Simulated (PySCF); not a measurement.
# Electron correlation in F⁺ (fluorine, charge +1)

[He] 2s1 2p5, high-spin 3P determinant (an excited configuration). Computed with PySCF 2.14 in aug-cc-pVDZ-DK, with scalar relativity by spin-free X2C-1e. Frozen: 1s2; 6 electrons correlated.

| level | correlation energy (mhartree) |
| --- | --- |
| CCSD | -164.52 |
| (T) | -3.22 |
| CCSD(T) | -167.74 |
| CCSDT | -168.33 |

Diagnostics: T1 = 0.0069, D1 = 0.0158, largest double amplitude 0.060.

**Question.** Is a single reference adequate?

**Answer.** Yes: T1 lies below 0.03 and no double amplitude reaches 0.07.
